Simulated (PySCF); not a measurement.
Method: PBE-D3(BJ)/def2-TZVP // PBE0-D3(BJ)/def2-TZVP (PySCF). Gas-phase values, no solvent. Excitations are Tamm–Dancoff values on a coarser integration grid. The basis has no diffuse functions, so Rydberg states are missing or too high.

Reference species (SMILES): `[F][SnH2][F]` (neutral, multiplicity 1).

```
Property              Result
-------------------  -------
T1 excitation (TDA)  5.83 eV
HOMO–LUMO gap        6.35 eV
```

Changed species: `[F][SnH3]` (3 of 4 F replaced by H; the reference has 2 of 4 F replaced by H).

Task: Give the shifts of the T1 excitation (TDA) and HOMO–LUMO gap.

Result: the T1 excitation (TDA) rises by 0.23 eV, to 6.06 eV; the HOMO–LUMO gap falls by 0.07 eV, to 6.28 eV.
